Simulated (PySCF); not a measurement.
**Working out the excitation energy of Ge⁺**

Ge⁺ [Ar] 3d10 4s2 4p1 (2P) → Ge⁺ [Ar] 3d10 4s2 4d1 (2D). Calculation: PySCF 2.14, in aug-cc-pVDZ-DK; scalar relativity by spin-free X2C-1e. Frozen: [Ar] 3d10. Energies in hartree (1 hartree = 27.21139 eV):

```
             part   Ge⁺ (lower)   Ge⁺ (upper)
              UHF  -2096.687206  -2096.347231
MP2 opposite-spin     -0.029066     -0.032080
    MP2 same-spin     -0.002117     -0.001481
```

Task: What does Hartree-Fock give?

Result: (-2096.347231) − (-2096.687206) = 0.339975 hartree = 9.251 eV.

Task: What do MP2 and SCS-MP2 (6/5 opposite-spin, 1/3 same-spin) give?

Result: The opposite-spin parts differ by -0.082 eV and the same-spin parts by 0.017 eV. MP2: 9.251 + (-0.082) + (0.017) = 9.186 eV. SCS-MP2: 9.251 + 1.2 × (-0.082) + (0.017)/3 = 9.158 eV.

Measured between the centres of the two terms (NIST): 9.889 eV, so MP2 (valence) is off by -0.703 eV.

A double-zeta basis recovers only part of the correlation energy.

What remains against the reference includes basis incompleteness, the frozen core and correlation beyond second order.
